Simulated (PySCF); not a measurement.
SMILES F[C]=C(F)C(F)=C(F)F (C4F5), doublet (B3LYP/def2-SVP optimised geometry):

```
9

F      2.772     0.288    -0.994
C      1.491     0.126    -0.881
C      0.770    -0.562     0.000
F      1.353    -1.306     0.962
C     -0.689    -0.562     0.000
F     -1.286    -1.764     0.025
C     -1.463     0.534     0.000
F     -2.772     0.493    -0.041
F     -1.007     1.764     0.034
```

Level of theory: unrestricted B3LYP/def2-TZVP (PySCF).

Task: What are the frontier orbital energies (α orbitals alone; a β orbital can be the lowest empty one) and the dipole moment?

Result: HOMO-2 -8.80 eV, HOMO-1 -8.46 eV, HOMO -7.40 eV, LUMO -1.37 eV, LUMO+1 -0.24 eV; dipole moment 1.07 D.

On the same geometry PySCF with unrestricted PBE/def2-TZVP gives HOMO-2 -7.39 eV, HOMO-1 -6.99 eV, HOMO -6.24 eV, LUMO -1.98 eV, LUMO+1 -1.02 eV; dipole moment 0.96 D.

Meta-Löwdin charges at B3LYP/def2-TZVP: F1 -0.16, C2 0.22, C3 0.19, F4 -0.26, C5 0.18, F6 -0.25, C7 0.52, F8 -0.22, F9 -0.22.
